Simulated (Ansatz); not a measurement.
`[SiH3]OC([SiH3])S`, charge 0, multiplicity 1.

Give a relaxed structure at PBE0-D4/def2-TZVP (Ansatz 0.2.0). (An estimate is asked.)

The calculation gave: 
Z-matrix (Å, degrees):
```
Si
O 1 1.659
H 1 1.488 2 110.1
H 1 1.482 2 104.5 3 -118.7
H 1 1.483 2 112.5 3 122.5
C 2 1.404 1 123.8 3 -40.5
S 6 1.817 2 114.6 1 -45.6
Si 6 1.896 2 108.9 1 -169.8
H 6 1.099 2 110.5 1 69.4
H 7 1.345 6 96.9 2 -71.6
H 8 1.486 6 107.8 2 69.4
H 8 1.484 6 109.0 2 -171.2
H 8 1.486 6 110.2 2 -50.5
```
This is one stationary point; other conformers may exist.
